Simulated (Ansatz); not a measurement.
Problem. Predict a relaxed structure of the cluster Li2I2 (the lowest singlet isomer of a short search), charge 0, singlet, at r2SCAN-D4/def2-TZVP (Ansatz).

Solution. 
```xyz
4

Li    0.528    0.759    1.077
Li   -0.528   -0.759   -1.076
I     1.904    0.123   -1.020
I    -1.904   -0.122    1.020
```
Point group D2h (tolerance 0.1 Å). This is one stationary point.

In the def2 sets I takes a core potential; there is no spin–orbit coupling. The structure comes from a short search, and lower isomers may exist.
